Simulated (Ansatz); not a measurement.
Molecule: sum formula AlNH2Br2, net charge 0, singlet state. 
Structure (B3LYP-D3(BJ)/def2-TZVP (Ansatz, a program for electronic structure) minimum search):
```xyz
6

N     -2.3982    -0.2996     0.0311
Al    -0.6608    -0.0826     0.0086
Br     0.2039     1.9876    -0.1597
Br     0.6905    -1.8759     0.1481
H     -3.0661     0.4526    -0.0272
H     -2.8589    -1.1928     0.1039
```

Basis-set convergence of Hartree-Fock and CCSD(T) correlation energies (hartree) with Ansatz. Correlated levels leave the core frozen unless marked. Spin-orbit coupling is left out. The frozen core is the preceding noble-gas configuration, with the filled d and f shells of earlier blocks. No relativistic terms.

| basis | functions | E(HF) | E(corr, CCSD(T)) |
|---|---|---|---|
| def2-SVPD | 142 | -5441.82477 | -0.53704 |
| def2-TZVPPD | 233 | -5442.59729 | -0.66842 |
| def2-QZVPPD | 401 | -5442.70449 | -0.72329 |

Extrapolating the two largest sets (X = 3 and 4) as X^-3: E(corr) = (64·(-0.72329) - 27·(-0.66842))/37 = -0.7633 Eh, an estimate of the basis-set limit. The largest set recovers 94.8 % of it, the smallest 70.4 %.
